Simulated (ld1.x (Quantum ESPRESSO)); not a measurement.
## What one change does to a pseudopotential (Ga, TM)

ld1.x (Quantum ESPRESSO) 7.5 input, shortened:

```
&input
   title='Ga', zed=31., rel=1, dft='PBESOL', iswitch=3,
   config='[Ar] 3d10 4s2 4p1'
 /
 &inputp
   pseudotype=2, tm=.true., lloc=-1, rcloc=2.05,
   nlcc=.true., new_core_ps=.true.
 /
2
4S  1  0   2.00   0.00  2.05  2.05  0.0
4P  2  1   1.00   0.00  1.90  1.90  0.0
 &test
   configts(1)='4s2 4p1'
 /
```

All-electron outer shells of the reference configuration (PBEsol, scalar-relativistic, ld1.x):

| shell | level (eV) | outermost node (bohr) | outermost maximum (bohr) |
| --- | --- | --- | --- |
| 3p | -98.68 | 0.24 | 0.56 |
| 3d | -19.16 | – | 0.53 |
| 4s | -8.96 | 0.81 | 1.90 |
| 4p | -2.57 | 0.87 | 2.53 |

Change: local potential the p channel.

Cutoffs: the cutoffs (Ry, on a coarse ladder) from which the occupation-weighted sum of valence levels, in a spherical-Bessel basis at the reference potential, stays within 10 and 1 mRy of its value at 400 Ry; they do not see the model core or the augmentation charge, which bear on the density cutoff. Errors are all-electron minus pseudo energies relative to the spin-unpolarised reference configuration.

Question: What does the change do?

Answer: The potential gets harder (12 Ry and 35 Ry → 15 Ry and 35 Ry); of the 7 tests that both files solve, the error grows in 2 and shrinks in 0 by more than 15 % and 0.3 meV (median size 20.3 → 22.2 meV); neither file shows a bound ghost.

```csv
quantity,base,changed
"cutoff, loose",12 Ry,15 Ry
"cutoff, tight",35 Ry,35 Ry
bound ghosts,none,none
"error for 4s2 4p0, meV [ΔE 5.68 eV]",-12,-14
"error for 4s1 4p0, meV [ΔE 26.82 eV]",-187,-212
"error for 4s2 4p0.5, meV [ΔE 2.03 eV]",-1.7,-2.1
"error for 4s2 4p1.3, meV [ΔE -0.53 eV]",-0.1,-0.1
"error for 4s1 4p1, meV [ΔE 13.08 eV]",-51,-58
"error for 4s1 4p2, meV [ΔE 6.55 eV]",-20,-22
"error for 4s0 4p3, meV [ΔE 13.39 eV]",-81,-83
s: phases at 2.25 bohr within 0.05 rad from the reference energy up to (Ry; the scan ends near 5),2.3,3.2
p: phases at 2.25 bohr within 0.05 rad from the reference energy up to (Ry; the scan ends near 5),3.5,4.4
```
